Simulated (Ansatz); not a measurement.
The cation of BF₃H₂O, SMILES `[OH2+][B-](F)(F)F` at the neutral geometry.

```yaml
crystal:
  periodic: [false, false, false]
  atoms:
    - {symbol: O, position_ang: [-0.684276, 0.703358, 0.318622]}
    - {symbol: B, position_ang: [0.607239, -0.463789, -0.021729]}
    - {symbol: F, position_ang: [1.352584, -0.408435, 1.087122]}
    - {symbol: F, position_ang: [-0.127505, -1.584458, -0.201681]}
    - {symbol: F, position_ang: [1.134544, 0.090734, -1.136160]}
    - {symbol: H, position_ang: [-1.528676, 0.237087, 0.298648]}
    - {symbol: H, position_ang: [-0.692611, 1.357402, -0.390621]}
basis:
  gaussian: {orbitals: def2-QZVPP}
total_charge: 1
magnetization: {spin_polarized: true, initial_magnetization: 1}
correlation: {method: mp2}
scf: {omitted_lower_state_checks: [cluster_reference]}
```

```sh
$ ansatz run in.yaml --threads 2 --pin off --events-out ev --progress --plain --max-ram 32768MiB --backend cuda --devices 0, --max-vram 18GiB
```

It prints (some lines left out):

```
Functional definition: HF
2155 factors; integrals over basis functions are off by at most 9.1e-4 eV
mean field evaluation 1: about -10849.1469 eV, gradient 4.5e1 eV
mean field evaluation 2: about -10849.1481 eV, gradient 4.5e1 eV
mean field evaluation 4: about -10855.2419 eV, gradient 3.5e0 eV
mean field evaluation 8: about -10855.3731 eV, gradient 2.1e-1 eV
mean field evaluation 16: about -10853.7945 eV, gradient 3.1e0 eV
mean field evaluation 32: about -10855.4760 eV, gradient 6.3e-1 eV
mean field evaluation 96: about -10855.2982 eV, gradient 2.4e0 eV
mean field -10855.54631708 eV, -398.9339689990 hartree, gradient 2.9e-6 eV, S^2 0.755877; 11 other end points of the search recorded, 0 dependent functions left out
5 core orbitals not correlated: weight in the atoms' cores, before any rotation towards them, 1.000 or more for the frozen orbitals, at most 0.000 for the correlated occupied ones
reference -10855.54631708 eV, -398.9339689990 hartree; 16, 15 occupied and 324, 325 virtual orbitals, 2155 factors
second order -30.89293590 eV of doubles, -0.00000000 eV of singles
Total energy: -10886.43925297 eV, -400.0692634532 hartree
Checks for a lower state left out: cluster_reference
```

Hardware: 2 threads of an AMD EPYC 7R13 on a shared host and a share of an NVIDIA H100 80 GB. Wall time 37 s, peak host memory 0.85 GiB.
